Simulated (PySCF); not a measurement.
A structure optimised at B3LYP-D3(BJ)/def2-SVP, used in a PySCF frequency run:

```
Ge
N 1 1.8401
H 2 1.0182 1 114.47
H 2 1.0189 3 108.56 1 128.92
H 1 1.5406 2 109.69 3 -159.85
H 1 1.5498 5 111.37 2 -115.52
N 1 1.8507 5 104.66 6 -124.97
H 7 1.0187 1 115.68 5 165.97
H 7 1.0190 8 108.47 1 130.43
```

Question: Write its SMILES and formula.

Answer: [NH2][GeH2][NH2], GeH6N2

Question: What are its rotational constants (standard atomic weights)?

Answer: 14.406, 5.9644, 4.6339 GHz
